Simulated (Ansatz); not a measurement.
Molecule: CSe2, net charge -1, doublet state. 
Geometry from a B3LYP-D3(BJ)/def2-TZVP (Ansatz, a first-principles code) optimisation:
```xyz
3

Se    -1.6932     0.0624    -0.0242
C     -0.0008    -0.2217     0.4713
Se     1.6933    -0.0233    -0.0590
```
Charge -1, spin multiplicity 2.

Basis-set convergence of Hartree-Fock and CCSD(T) correlation energies (hartree) with Ansatz. Cores are frozen in the correlated levels unless marked. Open shells are spin-unrestricted. No spin-orbit coupling. The frozen core is the preceding noble-gas configuration, with the filled d and f shells of earlier blocks. No relativistic terms.

```json
[
 {"basis": "aug-cc-pVDZ", "functions": "95", "E(HF)": "-4837.50315", "E(corr, CCSD(T))": "-0.40999"},
 {"basis": "aug-cc-pVTZ", "functions": "164", "E(HF)": "___", "E(corr, CCSD(T))": "___"}
]
```

Problem. Fill in the missing entries.

Solution. 
- aug-cc-pVTZ, E(HF): -4837.65540
- aug-cc-pVTZ, E(corr, CCSD(T)): -0.50473
